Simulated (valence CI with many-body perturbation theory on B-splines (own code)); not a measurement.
## E1 line list for Tb LIX

Calculated by relativistic CI+MBPT: five valence electrons over a frozen Dirac-Fock core [He], a basis of 9 s, 9 p, 8 d, 6 f, 3 g, 1 h functions for each j, with the one-electron correlation potential Σ1, the two-electron term Σ2, the three-electron term Σ3, Breit, model QED; selected CI, second order for the rest (own B-spline code, finite nucleus).

The last digits are not significant, and no measured levels were compared; by estimate large intervals hold to a few tenths of a per cent, small ones and those within an open d or f shell to about a per cent. Among the levels kept, up to 1200 cm⁻¹ of a level comes from second order outside the variational space, and about a tenth of that is noise between levels of different J, which matters for small intervals.

Lines 201 to 248 of 248 in falling wavelength, among levels below 607.01 Ry, chosen from the strongest by gf and those to the six lowest levels. Wavelengths and rates use the calculated energies. Electric multipoles are in the length gauge, E1 and E2 with the static RPA response of the core. Weak lines are less certain than strong ones. Lines between different terms over intervals too small for the method are left out, as are lines whose strength nearly cancels. The highest levels of a list are the least certain.

Levels are named by their leading jj configuration (3d3/2^4 stands for four electrons in 3d with j = 3/2), which in mixed levels can hold well under half, so a name can repeat and another be missing. Letters in brackets count levels of one name in rising energy.

```csv
λ vac (nm),Upper,Lower,A (s⁻¹),S (a.u.) with core polarisation,S without
0.1713,(2s^2 2p1/2 2p3/2 3d5/2) J=5/2 [b],(2s^2 2p1/2 2p3/2^2) J=5/2,4.60e+14,6.84e-03,6.85e-03
0.1712,(2s^2 2p1/2 2p3/2 3d5/2) J=3/2 [a],(2s^2 2p1/2 2p3/2^2) J=3/2,5.71e+14,5.65e-03,5.65e-03
0.1711,(2s^2 2p1/2 2p3/2 3d5/2) J=5/2 [a],(2s^2 2p1/2 2p3/2^2) J=3/2,6.32e+14,9.38e-03,9.38e-03
0.1711,(2s^2 2p1/2 2p3/2 3d5/2) J=7/2 [b],(2s^2 2p1/2 2p3/2^2) J=5/2,1.35e+15,2.67e-02,2.67e-02
0.1710,(2s^2 2p1/2 2p3/2 3d5/2) J=3/2 [b],(2s^2 2p1/2 2p3/2^2) J=5/2,9.87e+13,9.74e-04,9.75e-04
0.1707,(2s^2 2p1/2 2p3/2 3d5/2) J=5/2 [b],(2s^2 2p1/2 2p3/2^2) J=3/2,7.56e+14,1.11e-02,1.11e-02
0.1705,(2s^2 2p1/2 2p3/2 3d5/2) J=3/2 [b],(2s^2 2p1/2 2p3/2^2) J=3/2,1.32e+13,1.29e-04,1.29e-04
0.1704,(2s 2p1/2^2 2p3/2 3p3/2) J=3/2 [a],(2s^2 2p1/2 2p3/2^2) J=1/2,1.61e+12,1.58e-05,1.58e-05
0.1704,(2s^2 2p1/2 2p3/2 3d5/2) J=1/2,(2s^2 2p1/2 2p3/2^2) J=3/2,7.05e+13,3.44e-04,3.44e-04
0.1700,(2s 2p1/2^2 2p3/2 3p3/2) J=1/2 [a],(2s^2 2p1/2 2p3/2^2) J=1/2,1.21e+11,5.88e-07,5.89e-07
0.1696,(2s 2p1/2^2 2p3/2 3p3/2) J=7/2,(2s^2 2p1/2 2p3/2^2) J=5/2,3.79e+12,7.31e-05,7.31e-05
0.1694,(2s 2p1/2^2 2p3/2 3p3/2) J=3/2 [a],(2s^2 2p1/2 2p3/2^2) J=5/2,6.90e+11,6.62e-06,6.63e-06
0.1691,(2s 2p1/2^2 2p3/2 3p3/2) J=5/2 [a],(2s^2 2p1/2 2p3/2^2) J=5/2,2.02e+12,2.89e-05,2.89e-05
0.1689,(2s 2p1/2^2 2p3/2 3p3/2) J=3/2 [a],(2s^2 2p1/2 2p3/2^2) J=3/2,4.21e+12,4.01e-05,4.01e-05
0.1686,(2s 2p1/2^2 2p3/2 3p3/2) J=5/2 [a],(2s^2 2p1/2 2p3/2^2) J=3/2,7.40e+12,1.05e-04,1.05e-04
0.1685,(2s 2p1/2^2 2p3/2 3p3/2) J=1/2 [a],(2s^2 2p1/2 2p3/2^2) J=3/2,1.82e+11,8.59e-07,8.57e-07
0.1684,(2s 2p1/2^2 2p3/2 3p3/2) J=3/2 [b],(2s^2 2p1/2 2p3/2^2) J=1/2,1.30e+12,1.23e-05,1.23e-05
0.1683,(2s 2p1/2^2 2p3/2 3p3/2) J=1/2 [b],(2s^2 2p1/2 2p3/2^2) J=1/2,5.57e+12,2.62e-05,2.62e-05
0.1678,(2s 2p1/2^2 2p3/2 3p3/2) J=5/2 [b],(2s^2 2p1/2 2p3/2^2) J=5/2,4.59e+11,6.42e-06,6.43e-06
0.1674,(2s 2p1/2^2 2p3/2 3p3/2) J=3/2 [b],(2s^2 2p1/2 2p3/2^2) J=5/2,1.51e+11,1.40e-06,1.40e-06
0.1672,(2s 2p1/2^2 2p3/2 3p3/2) J=5/2 [b],(2s^2 2p1/2 2p3/2^2) J=3/2,5.04e+12,6.99e-05,6.99e-05
0.1669,(2s 2p1/2^2 2p3/2 3p3/2) J=3/2 [b],(2s^2 2p1/2 2p3/2^2) J=3/2,1.77e+12,1.62e-05,1.63e-05
0.1668,(2s 2p1/2^2 2p3/2 3p3/2) J=1/2 [b],(2s^2 2p1/2 2p3/2^2) J=3/2,1.25e+12,5.71e-06,5.71e-06
0.1648,(2s^2 2p1/2 2p3/2 3s) J=3/2 [a],(2s^2 2p1/2^2 2p3/2) J=3/2,1.72e+13,1.52e-04,1.52e-04
0.1646,(2s^2 2p1/2 2p3/2 3s) J=1/2,(2s^2 2p1/2^2 2p3/2) J=3/2,2.73e+13,1.20e-04,1.20e-04
0.1644,(2s^2 2p1/2 2p3/2 3s) J=5/2,(2s^2 2p1/2^2 2p3/2) J=3/2,2.54e+13,3.33e-04,3.32e-04
0.1642,(2s^2 2p1/2 2p3/2 3s) J=3/2 [b],(2s^2 2p1/2^2 2p3/2) J=3/2,1.65e+13,1.45e-04,1.44e-04
0.1576,(2s 2p1/2^2 2p3/2 3p1/2) J=3/2 [a],(2s^2 2p1/2^2 2p3/2) J=3/2,1.41e+14,1.09e-03,1.09e-03
0.1576,(2s 2p1/2^2 2p3/2 3p1/2) J=5/2,(2s^2 2p1/2^2 2p3/2) J=3/2,3.52e+14,4.08e-03,4.08e-03
0.1564,(2s^2 2p1/2 2p3/2 3d3/2) J=3/2 [a],(2s^2 2p1/2^2 2p3/2) J=3/2,2.56e+14,1.93e-03,1.93e-03
0.1563,(2s^2 2p1/2 2p3/2 3d3/2) J=5/2 [a],(2s^2 2p1/2^2 2p3/2) J=3/2,3.79e+13,4.28e-04,4.28e-04
0.1563,(2s^2 2p1/2 2p3/2 3d3/2) J=1/2 [a],(2s^2 2p1/2^2 2p3/2) J=3/2,1.56e+14,5.89e-04,5.89e-04
0.1562,(2s 2p1/2^2 2p3/2 3p1/2) J=1/2,(2s^2 2p1/2^2 2p3/2) J=3/2,4.11e+14,1.54e-03,1.54e-03
0.1561,(2s 2p1/2^2 2p3/2 3p1/2) J=3/2 [b],(2s^2 2p1/2^2 2p3/2) J=3/2,2.90e+14,2.18e-03,2.18e-03
0.1557,(2s^2 2p1/2 2p3/2 3d3/2) J=5/2 [b],(2s^2 2p1/2^2 2p3/2) J=3/2,8.95e+14,1.00e-02,1.00e-02
0.1556,(2s^2 2p1/2 2p3/2 3d3/2) J=3/2 [b],(2s^2 2p1/2^2 2p3/2) J=3/2,6.11e+14,4.55e-03,4.55e-03
0.1554,(2s^2 2p1/2 2p3/2 3d3/2) J=1/2 [b],(2s^2 2p1/2^2 2p3/2) J=3/2,7.46e+14,2.76e-03,2.77e-03
0.1549,(2s^2 2p1/2 2p3/2 3d5/2) J=3/2 [a],(2s^2 2p1/2^2 2p3/2) J=3/2,2.27e+13,1.66e-04,1.67e-04
0.1549,(2s^2 2p1/2 2p3/2 3d5/2) J=5/2 [a],(2s^2 2p1/2^2 2p3/2) J=3/2,2.32e+13,2.55e-04,2.55e-04
0.1546,(2s^2 2p1/2 2p3/2 3d5/2) J=5/2 [b],(2s^2 2p1/2^2 2p3/2) J=3/2,1.32e+13,1.44e-04,1.44e-04
0.1543,(2s^2 2p1/2 2p3/2 3d5/2) J=3/2 [b],(2s^2 2p1/2^2 2p3/2) J=3/2,6.04e+11,4.39e-06,4.38e-06
0.1543,(2s^2 2p1/2 2p3/2 3d5/2) J=1/2,(2s^2 2p1/2^2 2p3/2) J=3/2,1.28e+12,4.63e-06,4.64e-06
0.1531,(2s 2p1/2^2 2p3/2 3p3/2) J=3/2 [a],(2s^2 2p1/2^2 2p3/2) J=3/2,1.87e+14,1.32e-03,1.32e-03
0.1528,(2s 2p1/2^2 2p3/2 3p3/2) J=5/2 [a],(2s^2 2p1/2^2 2p3/2) J=3/2,1.71e+14,1.81e-03,1.81e-03
0.1527,(2s 2p1/2^2 2p3/2 3p3/2) J=1/2 [a],(2s^2 2p1/2^2 2p3/2) J=3/2,3.18e+14,1.12e-03,1.12e-03
0.1517,(2s 2p1/2^2 2p3/2 3p3/2) J=5/2 [b],(2s^2 2p1/2^2 2p3/2) J=3/2,1.35e+14,1.39e-03,1.39e-03
0.1514,(2s 2p1/2^2 2p3/2 3p3/2) J=3/2 [b],(2s^2 2p1/2^2 2p3/2) J=3/2,1.20e+14,8.20e-04,8.19e-04
0.1514,(2s 2p1/2^2 2p3/2 3p3/2) J=1/2 [b],(2s^2 2p1/2^2 2p3/2) J=3/2,4.20e+11,1.44e-06,1.44e-06
```
